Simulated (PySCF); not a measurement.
A structure optimised at PBE-D3(BJ)/def2-SVP, used in a PySCF frequency run:

```xyz
8

F     -1.4521    -0.1686    -0.5464
C     -0.6900     0.3070     0.5047
C      0.6900    -0.3070     0.5047
F      1.4521     0.1686    -0.5464
H     -1.1963     0.0606     1.4671
H     -0.6078     1.4145     0.4219
H      1.1963    -0.0606     1.4671
H      0.6078    -1.4145     0.4219
```
Charge 0, spin multiplicity 1.

Question: Write its SMILES, formula and point group.

Answer: FCCF, C2H4F2, C2

Question: What are its rotational constants (standard atomic weights)?

Answer: 17.349, 4.9273, 4.3175 GHz
